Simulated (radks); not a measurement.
The rhodium anion Rh- inside a hard spherical wall (all orbitals vanish at R), configuration held at [Kr] 4d8 5s2 and not refilled when levels cross. Calculated with a radial shooting solver on a logarithmic mesh with Libxc functionals: scalar-relativistic Kohn-Sham, LDA (Slater exchange, Perdew-Wang correlation), spin-polarised, spherical densities, point nucleus; open shells are filled with parallel spins first (spin-orbit coupling, left out, can overturn this in heavy ions). Eigenvalues in eV for spin up, with the zero of energy where the potential of the charges vanishes at infinity; a dash marks a level that is unbound or too diffuse for the functional's potential to be trusted. A positive occupied level is held by the wall or, in an anion where self-interaction has pushed it up, behind a barrier. The pressure on the wall is -dE/dV.

\begin{tabular}{lrrrrrrrrr}
R (bohr) & E (hartree) & kinetic (hartree) & e(4s) & e(4p) & e(4d) & e(5s) & e(6s, empty) & e(5p, empty) & pressure (GPa) \\ \hline
20 & -4779.58801 & 4948.654 & -77.113 & -45.088 & -0.651 & 0.532 & 2.218 & 2.271 & 0.000101 \\
12 & -4779.58638 & 4948.663 & -76.918 & -44.892 & -0.454 & 0.702 & 4.256 & 3.285 & 0.0148 \\
7 & -4779.54607 & 4948.841 & -75.412 & -43.382 & 1.005 & 2.125 & 12.695 & 6.023 & 1.56 \\
4 & -4778.87003 & 4951.364 & -66.844 & -35.014 & 8.816 & 12.483 & 54.884 & 20.381 & 125 \\
2.5 & -4773.35465 & 4970.429 & -40.671 & -9.676 & 35.953 & 64.665 & 205.21 & 83.038 & 4180 \\
2 & -4762.85768 & 5005.012 & -13.076 & 18.939 & 69.531 & 141.68 & 383.43 & 167.79 & 21300 \\
1.5 & -4723.46708 & 5120.562 & 61.474 & 99.928 & 163.09 & 368.87 & 843.82 & 404.22 & 157000 \\
\end{tabular}
